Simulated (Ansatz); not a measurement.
Reaction (atomization): `OCN[SiH2]F` → C• + F• + 6 H• + N• + O• + Si•

Computed with Ansatz on PBE0-D4/def2-TZVP structures; ΔE is electronic, products minus reactants. CCSD(T)/CBS is the MP2 limit (def2-TZVPP, def2-QZVPP) plus CCSD(T) − MP2 in def2-TZVPP, frozen cores. This one scheme is used for every species, atoms too. DFT in def2-TZVPP. B3LYP here is the variant with VWN-RPA as its local correlation; programs differ in this. HSE06 is defined as in plane-wave codes. Open shells (•) are unrestricted, without spin–orbit coupling. Spin–orbit coupling would lower the free atoms: a little for C, F, O, Si. Each species was taken in one conformer, which may not be the lowest.

| level | ΔE (kJ/mol) | difference from CCSD(T)/CBS |
| --- | --- | --- |
| LDA (SPW92) | 4674.6 | 598.2 |
| revPBE-D4 | 4018.6 | -57.8 |
| B97M-V | 4052.7 | -23.7 |
| B3LYP-D4 | 4061.5 | -14.9 |
| r2SCAN0-D4 | 3978.0 | -98.4 |
| HSE06-D4 | 4042.1 | -34.3 |
| BHLYP-D4 | 3927.0 | -149.4 |
| PBE-QIDH | 4012.2 | -64.2 |
| PBE | 4108.6 | 32.2 |
| r2SCAN0 | 3972.4 | -104.0 |
| HF/def2-SVP | 2858.1 | -1218.3 |
| MP2/def2-SVP | 3838.6 | -237.8 |
| CCSD(T)/def2-SVP | 3780.7 | -295.7 |
| SCS-MP2/def2-QZVPP | 4101.3 | 24.9 |
| HF/CBS(def2) | 2887.1 | -1189.3 |
| CCSD/CBS(def2) | 4017.5 | -58.9 |
| CCSD(T)/CBS | 4076.4 | 0 |

Largest T1 diagnostic among the species: 0.012.

In def2-TZVPP, CCSD(T) changes the Hartree–Fock value by +1077.3 kJ/mol (the triples alone add +58.9 kJ/mol) and MP2 by +1154.0 kJ/mol; breaking electron pairs costs correlation energy, which Hartree–Fock lacks. The D4 term adds +31.2 kJ/mol with B3LYP and +16.4 kJ/mol with PBE0; it sums over pairs of atoms, weighted by their polarisabilities, and B3LYP, whose exchange is more repulsive, gets the larger term.

For atomizations the MP2-based limit and the directly extrapolated one differ by several kJ/mol either way, and by 10 to 25 for some Ge, Se and Sn compounds, so smaller differences from it don't rank the levels.
